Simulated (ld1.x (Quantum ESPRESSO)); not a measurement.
**La (Z = 57), TM: configuration errors across variants**

* Element: La
* Generator: ld1.x (Quantum ESPRESSO) 7.5
* Type: norm-conserving Troullier–Martins (Kleinman–Bylander form)
* Functional: PBE
* Relativity: scalar-relativistic
* Frozen core: [Xe]
* Valence charge: 3
* Reference configuration: 4f0 5d2 6s1 6p0
* Partial waves: 6s (bound): rc 4.20 bohr; 6p (bound, empty): rc 4.20 bohr; 5d (bound): rc 3.40 bohr; 4f (bound, empty): rc 1.35 bohr
* Local potential: the f channel
* Core correction: none

All-electron excitation energies from the reference (eV): (1) 4f0 5d1 6s2 6p0 -0.793; (2) 4f0 5d1 6s1 6p0 5.172; (3) 4f0 5d1 6s0 6p0 16.061; (4) 4f0 5d1.5 6s1.5 6p0 -0.446; (5) 4f0 5d0 6s2 6p0 5.591; (6) 4f0 5d1 6s0 6p1 8.131; (7) 4f0 5d2 6s0 6p0 5.241.

A true bound ghost makes a file unfit for plane-wave use even where its test errors are small: the radial tests pick states by their node count and pass the ghost by.

Errors AE − PS in meV (a dash: test not solved or not reliable):

```tsv
change	(1)	(2)	(3)	(4)	(5)	(6)	(7)	bound ghosts
base	+42	+48	+185	+8.9	+366	+52	+53	s, p, d
wave 5d (bound): rc 3.40 bohr becomes 5d (bound): rc 2.54 bohr	+41	+47	+185	+8.7	+362	+51	+53	s, p, d
wave 5d (bound): rc 3.40 bohr becomes 5d (bound): rc 3.00 bohr	+41	+47	+184	+8.6	+359	+51	+53	s, p, d
wave 5d (bound): rc 3.40 bohr becomes 5d (bound): rc 3.28 bohr	+41	+47	+185	+8.7	+361	+51	+53	s, p, d
wave 5d (bound): rc 3.40 bohr becomes 5d (bound): rc 3.64 bohr	+44	+49	+186	+9.3	+374	+53	+54	s, p, d
wave 5d (bound): rc 3.40 bohr becomes 5d (bound): rc 4.00 bohr	+50	+54	+187	+11	+402	+57	+54	s, p, d
wave 5d (bound): rc 3.40 bohr becomes 5d (bound): rc 4.38 bohr	+60	+62	+190	+13	+449	+67	+53	s, p, d
wave 5d (bound): rc 3.40 bohr becomes 5d (bound): rc 4.78 bohr	+70	+73	+194	+15	+500	+79	+50	s, p, d
wave 5d (bound): rc 3.40 bohr becomes 5d (bound): rc 5.16 bohr	+81	+88	+202	+18	+566	+98	+43	s, p, d
```

Task: Give the same row for: wave 5d (bound): rc 3.40 bohr becomes 5d (bound): rc 2.30 bohr.

Result: +42, +48, +185, +8.7, +363, +51, +53; bound ghosts: s, p, d.
